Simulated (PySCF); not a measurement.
Broadened absorption spectrum of C5H5F3O

C5H5F3O.
SMILES: `C=C1[C@@H](F)O[C@@H]1C(F)F`

The calculation used TDDFT CAM-B3LYP/def2-SVPD, vertical, gas phase, core orbitals frozen in the response in PySCF. One conformer (not necessarily the lowest) at the GFN2-xTB geometry, without solvent, vibrations or thermal averaging. Torsions of this conformer, `[CH2:1]=[C:2]1[C@@H:3]([F:4])[O:5][C@@H:6]1[CH:7]([F:8])[F:9]`: O5–C6–C7–F8 -70°.

Broadening: Gaussians 0.4 eV wide at half height, area fixed by f = 4.319×10⁻⁹ ∫ε dν̃. The cross-section is σ = 3.8235×10⁻²¹ ε cm², given in Mb (10⁻¹⁸ cm²). The width is an assumption, not a result. The curve ends short of the highest state used, and states not computed would add to its high-energy end.

λ (nm), σ (Mb) and a bar:
```
    150.0       5.39 ###
    151.0       5.86 ###
    152.1       6.86 ####
    153.1       8.43 #####
    154.1      10.89 ######
    155.1      14.52 ########
    156.1      19.50 ###########
    157.1      25.76 ###############
    158.1      32.81 ###################
    159.1      39.73 #######################
    160.1      45.42 ##########################
    161.1      48.99 ############################
    162.1      50.21 #############################
    163.1      49.58 #############################
    164.1      48.13 ############################
    165.2      46.93 ###########################
    166.2      46.98 ###########################
    167.2      48.18 ############################
    168.2      49.96 #############################
    169.2      51.48 ##############################
    170.2      51.94 ##############################
    171.2      50.86 #############################
    172.2      48.23 ############################
    173.2      44.36 ##########################
    174.2      39.71 #######################
    175.2      34.77 ####################
    176.2      29.88 #################
    177.2      25.24 ###############
    178.2      20.94 ############
    179.3      16.66 ##########
    180.3      13.20 ########
    181.3      10.17 ######
    182.3       7.59 ####
    183.3       5.48 ###
    184.3       3.82 ##
    185.3       2.57 #
    186.3       1.67 #
    187.3       1.04 #
    188.3       0.63 
    189.3       0.37 
    190.3       0.21 
    191.3       0.11 
    192.3       0.06 
    193.4       0.03
```

(1) Where are the band maxima, and which computed states make them?

(2) On this curve, what absorbance would a 10⁻³ mol/L sample give at 193 nm over a 1 cm path?

(3) Coming from long wavelengths, where does ε first pass 100 L mol⁻¹ cm⁻¹?

## Answers

(1) 170 nm (7.29 eV), ε about 14000, made up of S2 (86%); 162 nm (7.64 eV), ε about 13000, made up of S3 (89%) (ε in L mol⁻¹ cm⁻¹; maxima over ε = 5, shares over 10%). The states used: S1 7.01 eV (f 0.057); S2 7.29 eV (f 0.174); S3 7.68 eV (f 0.176); S4 7.99 eV (f 0.022); S5 8.15 eV (f 0.0024); S6 8.36 eV (f 0.015); S7 8.80 eV (f 0.034); S8 8.86 eV (f 0.011).

(2) 193 nm is 6.424 eV, where ε is about 9.7 L mol⁻¹ cm⁻¹, so A = ε c l ≈ 0.0097 (Beer–Lambert, with the gas-phase spectrum and the assumed width).

(3) At about 189 nm (6.55 eV), 0.46 eV below S1.
